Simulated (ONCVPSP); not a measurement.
## Scattering properties, ONCV potential for platinum

| Quantity | Value |
| --- | --- |
| Element | platinum (Pt) |
| Generator | ONCVPSP 4.0.1 |
| Type | optimised norm-conserving Vanderbilt (ONCV) |
| Functional | PBE |
| Relativity | scalar-relativistic |
| Frozen core | [Kr] 4d10 4f14 |
| Valence charge | 18 |
| Reference configuration | 5s2 5p6 5d9 6s1 |
| Partial waves | 5s+6s: rc 1.55 bohr, ncon 3, nbas 7, qcut 8 1/bohr, 2 projectors; 5p: rc 1.90 bohr, ncon 3, nbas 6, qcut 6.9 1/bohr, 2 projectors, debl 1.8 Ha; 5d: rc 1.35 bohr, ncon 4, nbas 9, qcut 7.7 1/bohr, 2 projectors, debl 1.2 Ha; f scattering state at 0.43 Ha: rc 1.65 bohr, ncon 3, nbas 6, qcut 7.2 1/bohr, 2 projectors, debl 2.2 Ha |
| Local potential | polynomial inside 1.30 bohr (lpopt 1, dvloc0 1 Ha) |
| Core correction | Teter function, fcfact 5.5, rcfact 1.3 |

In the p channel the program set the typed energies aside and used -2.059, 0.250 Ha.

The phase is arctan(r·R′/R) of the radial function R(r), unwrapped; energies in Ha, scanned from -5 to 5 Ha. A pole is an energy at which the radial function vanishes at the test radius. The pseudo phase is shifted by a multiple of π to meet the all-electron one at the reference energy, and phase errors are pseudo minus all-electron; the curves can meet again beyond the range given. Levels narrower than the energy grid can be missing from the lists of poles.

```tsv
channel	radius (bohr)	reference energy (Ha)	poles, all-electron	poles, pseudo	unbroken range about the reference energy with phases within 0.05 rad	phase error 1 Ha above the reference energy (rad)
s	1.58	-0.21	-3.29	-3.29	the whole range	+0.001
p	1.93	-2.06	-1.83, 4.89	-1.83, 4.79	the whole range	-0.000
d	1.37	-0.23	3.24	3.23	the whole range	+0.000
f	1.67	0.43	-2.55, 4.51	4.49	above -2.4	-0.001
```

Phases in the p channel:

| E (Ha) | all-electron | pseudo |
| --- | --- | --- |
| -4.96 | 1.345 | 1.345 |
| -4.48 | 1.324 | 1.324 |
| -4.00 | 1.294 | 1.294 |
| -3.52 | 1.246 | 1.246 |
| -3.04 | 1.151 | 1.151 |
| -2.56 | 0.774 | 0.774 |
| -2.08 | -1.310 | -1.310 |
| -1.60 | -1.675 | -1.675 |
| -1.12 | -1.799 | -1.799 |
| -0.64 | -1.906 | -1.907 |
| -0.16 | -2.052 | -2.052 |
| 0.32 | -2.319 | -2.319 |
| 0.80 | -2.919 | -2.919 |
| 1.28 | -3.756 | -3.757 |
| 1.76 | -4.203 | -4.204 |
| 2.24 | -4.403 | -4.404 |
| 2.72 | -4.511 | -4.513 |
| 3.20 | -4.579 | -4.582 |
| 3.68 | -4.628 | -4.631 |
| 4.16 | -4.665 | -4.669 |
| 4.64 | -4.697 | -4.703 |
